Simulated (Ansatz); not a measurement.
Geometry optimisation, Ansatz, RKS PBE/def2-SVP.

The input (input.yaml):

```yaml
crystal:
  periodic: [false, false, false]
  atoms:
    - { symbol: Ge, position_ang: [0.0, 0.0, 0.0] }
    - { symbol: O, position_ang: [0.0, 0.0, 2.12] }
    - { symbol: H, position_ang: [-0.9095, -0.2814, 2.4571] }
    - { symbol: O, position_ang: [1.6691, 0.0, -0.5894] }
    - { symbol: H, position_ang: [1.9855, -0.9521, -0.7061] }
    - { symbol: O, position_ang: [-0.8337, 1.4443, -0.5894] }
    - { symbol: H, position_ang: [-1.7915, 1.2136, -0.8118] }
    - { symbol: O, position_ang: [-0.8337, -1.4443, -0.5894] }
    - { symbol: H, position_ang: [-1.2883, -1.91, 0.183] }
    - { symbol: P, position_ang: [1.3478, 2.0326, 0.8104] }
    - { symbol: H, position_ang: [2.4401, 1.5915, 1.6033] }
    - { symbol: H, position_ang: [1.8381, 2.7536, -0.3104] }
    - { symbol: H, position_ang: [0.6948, 1.0477, 1.9541] }
basis:
  gaussian: { orbitals: def2-SVP }
hamiltonian:
  xc: pbe
relax:
  f_tol: 0.15
  max_steps: 25
  restrain:
    - { distance: [0, 9], at: 2.27, k: 30.0 }
    - { distance: [12, 1], at: 1.01, k: 30.0 }
    - { distance: [0, 1], at: 2.97, k: 30.0 }
    - { distance: [12, 9], at: 2.62, k: 30.0 }
```

Command:

```bash
$ ansatz run input.yaml --threads 4 --pin off --max-ram 5120MiB --backend cpu --events-out ev --progress --plain --runs-dir out
```

Where does it end, and by what steps?

It converged. The restraints hold the end off the free minimum; the threshold counts their pulls, which the force column leaves out. Restrained pairs: Ge1–P10 (2.57 → 2.29 Å), O2–H13 (1.27 → 0.99 Å), Ge1–O2 (2.12 → 2.97 Å), P10–H13 (1.64 → 2.62 Å). After 20 steps the energy has fallen by 4.593 eV (the restraints' own energy left out); H9 moved furthest, 1.77 Å.

```tsv
step	energy less start (eV)	largest force component (eV/Å)	accepted
0	0.0000	3.135	yes
1	-0.0451	4.622	yes
2	-0.1995	5.772	yes
3	-0.9602	4.887	yes
4	-2.4110	2.323	yes
5	-3.0925	1.187	yes
6	-3.4028	1.295	yes
7	-3.6511	0.807	yes
8	-3.8354	0.763	yes
9	-3.9949	0.939	yes
10	-4.1219	0.753	yes
11	-4.2129	0.793	yes
12	-4.2960	0.730	yes
13	-4.3534	0.967	yes
14	-4.4546	0.762	yes
15	-4.5072	0.781	yes
16	-4.5507	0.911	yes
17	-4.5657	0.861	yes
18	-4.5835	0.613	yes
19	-4.5768	0.497	no
20	-4.5926	0.446	yes
```

```xyz
13
Properties=species:S:1:pos:R:3
Ge 0.539 0.305 -0.169
O -0.989 0.005 2.362
H -1.461 0.424 1.601
O 1.124 0.176 -1.857
H 1.333 -0.763 -2.029
O -1.120 1.056 -0.226
H -1.601 0.745 -1.018
O 0.461 -1.378 0.420
H -0.038 -1.291 1.273
P 1.623 1.746 1.237
H 2.877 1.053 1.120
H 1.933 2.689 0.196
H -0.361 0.728 2.621
```

Time of the run: 42 s on 4 threads of Arm Neoverse V1 (shared host), peak memory 0.22 GiB.
